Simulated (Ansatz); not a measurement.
Born–Oppenheimer molecular dynamics of CH₆GeS (9 atoms, charge 0, multiplicity 1). It starts at the highest image of a converged band, a first-order saddle point between two minima.

The calculation used RKS B3LYP/def2-SVP in Ansatz.

```
ensemble                      : NVE (velocity Verlet)
time step                     : 0.5 fs
steps asked                   : 200
starting velocities drawn for : 300 K
seed                          : 9167
```

Frames 5 fs apart, positions in Å, forces in eV/Å.

Velocities at 15 fs (Å/ps):

```
C -1.27 -3.09 1.22
Ge 1.05 1.69 2.83
S 0.74 0.99 -4.07
H -15.57 -0.12 -12.12
H -4.73 -7.41 -3.04
H 9.84 7.20 16.74
H -9.55 -37.17 -8.90
H -28.50 -62.53 -84.42
H -35.52 -16.34 2.48
```

```xyz
9
Properties=species:S:1:pos:R:3:forces:R:3 time_fs=15 energy_less_start_eV=-0.638 T=1006
C -0.804 0.773 -0.956 0.31 -0.01 0.28
Ge 0.119 -0.863 -0.356 -0.03 0.90 2.84
S 0.539 -0.165 2.075 -0.57 1.38 -1.13
H -1.133 0.655 -1.982 -0.36 0.01 -0.50
H -0.149 1.659 -0.902 0.18 -0.26 0.02
H -1.649 0.967 -0.285 -0.19 -0.15 -0.04
H 1.540 -1.061 -0.924 -0.23 -0.35 -0.13
H -0.649 -1.742 0.717 0.12 -0.40 -1.54
H 1.311 -1.181 2.354 0.76 -1.13 0.21
9
Properties=species:S:1:pos:R:3:forces:R:3 time_fs=20 energy_less_start_eV=-1.579 T=2044
C -0.813 0.756 -0.954 -0.32 -0.03 -0.67
Ge 0.124 -0.853 -0.337 -0.20 -0.05 2.83
S 0.541 -0.157 2.050 0.48 -1.17 -1.36
H -1.221 0.665 -1.999 0.18 0.04 0.80
H -0.131 1.615 -0.920 0.21 -0.03 -0.09
H -1.612 0.977 -0.223 -0.01 -0.22 -0.28
H 1.462 -1.278 -0.988 -0.18 0.10 -0.12
H -0.777 -2.085 0.127 0.36 0.50 -0.85
H 1.188 -1.353 2.382 -0.51 0.87 -0.26
9
Properties=species:S:1:pos:R:3:forces:R:3 time_fs=25 energy_less_start_eV=-1.344 T=1785
C -0.822 0.739 -0.959 0.91 0.36 0.78
Ge 0.129 -0.844 -0.309 -1.00 -2.01 0.38
S 0.546 -0.155 2.014 -0.18 -0.98 -1.67
H -1.299 0.673 -1.919 -0.19 -0.30 -0.86
H -0.078 1.557 -0.955 -0.31 0.04 -0.06
H -1.588 0.945 -0.207 -0.13 0.14 0.17
H 1.347 -1.467 -1.071 0.25 0.78 0.28
H -0.814 -2.294 -0.640 0.69 1.76 0.95
H 0.996 -1.391 2.368 -0.03 0.21 0.03
9
Properties=species:S:1:pos:R:3:forces:R:3 time_fs=30 energy_less_start_eV=-0.707 T=1082
C -0.822 0.727 -0.956 -0.44 0.12 -0.32
Ge 0.130 -0.841 -0.280 -0.90 -1.62 -1.68
S 0.549 -0.160 1.966 -0.49 -0.43 -1.48
H -1.374 0.622 -1.935 0.74 -0.18 0.74
H -0.077 1.526 -1.007 -0.17 0.50 -0.06
H -1.579 0.939 -0.176 0.21 0.22 -0.18
H 1.295 -1.481 -1.090 0.84 0.91 0.54
H -0.709 -2.126 -1.197 0.00 0.98 2.07
H 0.791 -1.405 2.371 0.21 -0.51 0.35
9
Properties=species:S:1:pos:R:3:forces:R:3 time_fs=35 energy_less_start_eV=-0.815 T=1201
C -0.821 0.721 -0.953 1.27 1.25 1.09
Ge 0.129 -0.843 -0.256 0.45 0.48 -1.66
S 0.549 -0.169 1.907 -0.41 -2.18 0.00
H -1.333 0.517 -1.871 -0.38 -0.28 -0.85
H -0.131 1.583 -1.072 -0.35 -0.10 -0.05
H -1.541 0.985 -0.170 -0.27 0.15 0.00
H 1.428 -1.286 -0.988 0.58 0.62 0.50
H -0.607 -1.749 -1.292 -0.94 -1.21 1.30
H 0.635 -1.481 2.432 0.04 1.29 -0.32
9
Properties=species:S:1:pos:R:3:forces:R:3 time_fs=40 energy_less_start_eV=-1.006 T=1412
C -0.805 0.735 -0.937 -0.58 0.42 -0.63
Ge 0.130 -0.843 -0.237 2.44 1.97 -1.04
S 0.545 -0.192 1.848 -0.48 0.62 0.15
H -1.316 0.380 -1.887 0.31 0.58 0.91
H -0.241 1.645 -1.154 0.40 0.08 -0.13
H -1.550 1.055 -0.180 -0.13 -0.29 -0.28
H 1.663 -0.952 -0.773 -1.11 -0.11 0.10
H -0.729 -1.654 -1.108 -0.91 -2.13 0.24
H 0.491 -1.349 2.456 0.05 -1.14 0.69
9
Properties=species:S:1:pos:R:3:forces:R:3 time_fs=45 energy_less_start_eV=-0.878 T=1271
C -0.795 0.761 -0.928 0.07 0.55 0.17
Ge 0.137 -0.837 -0.221 -0.42 0.31 -2.17
S 0.538 -0.214 1.792 -0.41 -0.56 3.06
H -1.272 0.337 -1.789 -0.65 -0.05 -1.04
H -0.281 1.693 -1.252 0.30 -0.58 0.29
H -1.594 1.071 -0.239 -0.04 -0.13 0.15
H 1.682 -0.648 -0.548 -0.69 -0.96 -0.92
H -0.995 -1.974 -0.819 1.71 0.74 1.04
H 0.362 -1.352 2.575 0.13 0.68 -0.58
9
Properties=species:S:1:pos:R:3:forces:R:3 time_fs=50 energy_less_start_eV=-0.769 T=1150
C -0.790 0.790 -0.923 -1.67 -1.89 -1.31
Ge 0.143 -0.831 -0.213 -2.30 -0.37 -1.55
S 0.529 -0.238 1.758 0.26 0.77 3.95
H -1.315 0.334 -1.821 0.38 0.66 0.40
H -0.236 1.649 -1.296 0.49 0.19 0.26
H -1.639 1.060 -0.274 0.32 0.23 0.20
H 1.570 -0.553 -0.535 1.01 -0.92 -1.43
H -0.911 -2.165 -0.321 1.59 1.34 -0.18
H 0.258 -1.269 2.600 -0.08 -0.02 -0.33
9
Properties=species:S:1:pos:R:3:forces:R:3 time_fs=55 energy_less_start_eV=-1.094 T=1508
C -0.810 0.790 -0.939 -0.03 -0.78 -0.39
Ge 0.143 -0.824 -0.210 0.81 1.45 -2.28
S 0.521 -0.255 1.751 1.31 2.37 3.59
H -1.318 0.447 -1.834 -0.30 -0.01 -0.72
H -0.109 1.601 -1.261 -0.34 -0.47 0.60
H -1.617 1.099 -0.258 0.34 0.28 0.17
H 1.605 -0.680 -0.824 -0.73 -0.72 -0.20
H -0.496 -2.108 0.143 -0.68 -1.26 -0.84
H 0.121 -1.214 2.568 -0.39 -0.86 0.06
9
Properties=species:S:1:pos:R:3:forces:R:3 time_fs=60 energy_less_start_eV=-0.962 T=1363
C -0.837 0.770 -0.965 -0.50 -0.87 -0.37
Ge 0.144 -0.815 -0.215 0.70 -1.20 -2.40
S 0.523 -0.257 1.773 0.64 0.93 4.11
H -1.353 0.589 -1.944 0.28 0.14 0.62
H -0.022 1.483 -1.112 0.21 0.20 -0.15
H -1.520 1.192 -0.209 -0.04 -0.22 -0.16
H 1.506 -0.964 -1.166 -1.16 0.10 0.91
H -0.170 -2.236 0.404 -0.71 0.04 -1.49
H -0.071 -1.303 2.514 0.58 0.88 -1.07
9
Properties=species:S:1:pos:R:3:forces:R:3 time_fs=65 energy_less_start_eV=-0.828 T=1215
C -0.867 0.738 -0.995 1.29 0.42 1.27
Ge 0.147 -0.809 -0.227 -0.67 -2.57 -1.13
S 0.530 -0.250 1.823 1.42 1.99 1.29
H -1.352 0.743 -1.973 0.00 -0.21 -0.11
H 0.067 1.373 -0.990 -0.60 -0.14 -0.63
H -1.434 1.240 -0.193 -0.47 -0.40 -0.24
H 1.170 -1.230 -1.324 0.44 0.60 0.28
H -0.030 -2.385 0.339 -0.91 1.15 -1.12
H -0.172 -1.264 2.263 -0.49 -0.84 0.38
9
Properties=species:S:1:pos:R:3:forces:R:3 time_fs=70 energy_less_start_eV=-0.671 T=1042
C -0.878 0.709 -1.004 0.36 0.16 0.61
Ge 0.149 -0.810 -0.243 -1.04 -1.05 -0.97
S 0.546 -0.231 1.885 -0.22 -0.62 0.06
H -1.339 0.849 -2.000 0.13 -0.72 0.22
H 0.061 1.268 -1.003 0.24 0.86 -0.40
H -1.453 1.205 -0.219 -0.42 -0.09 0.09
H 0.930 -1.363 -1.424 1.49 0.79 -0.41
H -0.110 -2.306 0.031 -1.25 -0.18 0.36
H -0.317 -1.312 2.052 0.70 0.85 0.44
```

Of the whole run (100 fs, mean temperature of the second half 1303 K): The conserved energy stayed within 0.15 meV per atom of its start (net change 0.0086 meV per atom), so the integration is sound. The kinetic energy rose, since the run started high on the potential surface and went downhill. A run of 0.1 ps of so small a system gives no equilibrium averages. The orbitals stay closed-shell, which can raise the energy where a bond breaks towards radicals; this wasn't checked here.

The run took 4.3 min on 2 threads of AMD EPYC 9R14 (Zen 4) (shared host), peak memory 0.22 GiB.
